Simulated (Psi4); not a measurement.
Torsional profile of SMILES C(C[SiH2]C(=O)OC)#C (C5H8O2Si), singlet. Scanned: dihedral C3–Si4–C5–O6; all other coordinates were relaxed at GFN2-xTB. Points at φ and −φ are mirror images. Heavy atoms are numbered in the order of the SMILES C#CC[SiH2]C(=O)OC, hydrogens after them in the order of the atoms that carry them; the mirror image has the same energies with the sign of each dihedral reversed.

- PBE/def2-SVP // GFN2-xTB (Psi4)
- PBE-D3(BJ)/def2-SVP // GFN2-xTB (Psi4)

Energies relative to the lowest point of each profile, in kcal/mol:

```
φ / °  PBE/def2-SVP
-----  ------------
-160           0.44
-140           0.61
-100           1.11
-40            0.32
-20            0.07
20             0.07
40             0.32
80             1.08
100            1.11
140            0.61
160            0.44
180            0.39
```

Q: Predict the corresponding PBE-D3(BJ)/def2-SVP column.

A: -160: 0.35; -140: 0.53; -100: 1.08; -40: 0.33; -20: 0.07; 20: 0.07; 40: 0.33; 80: 1.08; 100: 1.08; 140: 0.53; 160: 0.35; 180: 0.30 (kcal/mol).
